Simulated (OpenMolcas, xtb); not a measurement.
## A ladder of methods for CH3BTe (SMILES B1C[Te]1)

CH3BTe: 6 atoms, total charge 0, spin state singlet. As SMILES, `B1C[Te]1`. The shape comes from GFN2-xTB, which is rough for such elements, and wasn't checked as a minimum.

Each level gives the electronic atomisation energy (eV). The values are calculated. Electronic energies at fixed atoms, without zero-point motion or spin-orbit coupling.

| level | kind | program | value (eV) | less CCSD(T)/def2-SVP |
| --- | --- | --- | --- | --- |
| GFN0-xTB | semi-empirical | xtb | 23.14 | +3.20 |
| HF/def2-SVP (core potential) | Hartree–Fock | OpenMolcas | 15.42 | -4.52 |
| SVWN5/def2-SVP (core potential) | LDA | OpenMolcas | 24.56 | +4.62 |
| BLYP/def2-SVP (core potential) | GGA | OpenMolcas | 20.93 | +0.99 |
| PBE/def2-SVP (core potential) | GGA | OpenMolcas | 21.78 | +1.84 |
| TPSS/def2-SVP (core potential) | meta-GGA | OpenMolcas | 21.54 | +1.60 |
| B3LYP/def2-SVP (core potential) | global hybrid | OpenMolcas | 21.03 | +1.09 |
| PBE0/def2-SVP (core potential) | global hybrid | OpenMolcas | 21.40 | +1.46 |
| CCSD(T)/def2-SVP (core potential) | coupled cluster or CI | OpenMolcas | 19.94 | 0.00 |

Differences are taken from CCSD(T)/def2-SVP (core potential) for orientation; it has basis-set and higher-order errors of its own. The values span 15.42 to 24.56 eV. The xTB rows lack spin polarisation, so open shells miss the exchange term that lowers them. In the correlated wave-function rows the outer d shell of Te is correlated, in sets not made for it.
